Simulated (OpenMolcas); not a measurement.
## Sr: CASPT2 settings compared

```json
{
 "Program": "OpenMolcas",
 "Basis": "ANO-RCC-VTZP [7s6p3d1f]",
 "Scalar Hamiltonian": "DKH2, point nucleus",
 "Active space": "2 electrons in 9 orbitals (4d 5s 5p)",
 "State averaging": "2S+1 = 3 even, 18 roots (5 in the spin-orbit step); 2S+1 = 1 even, 6 roots kept (CI in the orbitals of an earlier block); 2S+1 = 3 odd, 3 roots; 2S+1 = 1 odd, 3 roots kept (CI in the orbitals of an earlier block)",
 "Spin-orbit coupling": "RASSI with atomic mean-field integrals over the reference wave functions, term energies averaged over their components"
}
```

Methods on the same reference wave functions:
A. CASSCF
B. SS-CASPT2, IPEA 0.1 Eh, real shift 0.4 Eh (closed shells correlated: 4s 4p)
C. XMS-CASPT2, IPEA 0.1 Eh, real shift 0.1 Eh (closed shells correlated: none)
D. XMS-CASPT2, IPEA 0.35 Eh, imaginary shift 0.05 Eh (closed shells correlated: 3d 4s 4p)

Energies in cm-1 above 5s2 1S0, the measured ground level; measured values from NIST Handbook of Basic Atomic Spectroscopic Data.

| Level | A | B | C | D | Measured |
| --- | --- | --- | --- | --- | --- |
| 5s2 1S0 | 0.0 | 0.0 | 0.0 | 0.0 | 0.0 |
| 5s 5p 3P* 0 | 11316 | 13450 | 12040 | 13930 | 14318 |
| 5s 5p 3P* 1 | 11457 | 13590 | 12180 | 14070 | 14504 |
| 5s 5p 3P* 2 | 11750 | 13880 | 12470 | 14370 | 14899 |
| 4d 5s 3D1 | 20604 | 20510 | 21050 | 21100 | 18159 |
| 4d 5s 3D2 | 20673 | 20580 | 21120 | 21170 | 18219 |
| 4d 5s 3D3 | 20790 | 20700 | 21240 | 21280 | 18319 |
| 5s 5p 1P* 1 | 21582 | 22200 | 21540 | 22400 | 21698 |
| 4d 5s 1D2 | 22044 | 22480 | 22020 | 22970 | 20150 |

Deviations, from unrounded energies. A percentage is the sum of absolute deviations over the sum of measured energies, with the sign that they share, or ± where signs differ.

```tsv
Against measurement	Levels	A	B	C	D
mean absolute deviation (cm-1)	8	2300	1600	2200	1700
other configurations (%)	8	±13.2	±9.1	±12.7	±9.8
```

B lies closest to measurement on these levels and A furthest from it. The largest miss of B in the table is 4d 5s 3D3, by +2400 cm-1. The ranking rests on the paired levels alone, and a cruder setting can come out closer through cancelling errors.

Among B to D the level of the table that moves most is 5s 5p 3P* 0, by 1900 cm-1 (lowest in C, highest in D). Moves below CASPT2's spread within the term are not significant.

The lowest spin-free term lies below A's lowest term by 0.195 hartree in B, 0.004 hartree in C, 0.235 hartree in D.

CASPT2 does not keep the components of a term degenerate, so their means are used; among the terms shown or strongly mixed into the levels shown the widest spread is 140 cm-1 (4d 5s 1D, D). Some high roots are left out of the spin-orbit mixing, which shifts the levels that they would mix with. Terms from blocks run as CI alone lack orbitals of their own. A single d shell beside an s shell can misplace configurations of different d count against each other. Without dynamic correlation excited terms often stand tens of per cent too high (terms of higher spin than the ground term too low), and those without a measured partner can miss by more than the paired ones (holds for A). Computed and measured levels are paired by configuration, term and J; levels that our copy of the source lacks, or whose pairing is in doubt (as where it misses far off the trend of its configuration), stay unpaired and out of the deviations. Only configurations of the active space appear.

* marks odd parity.
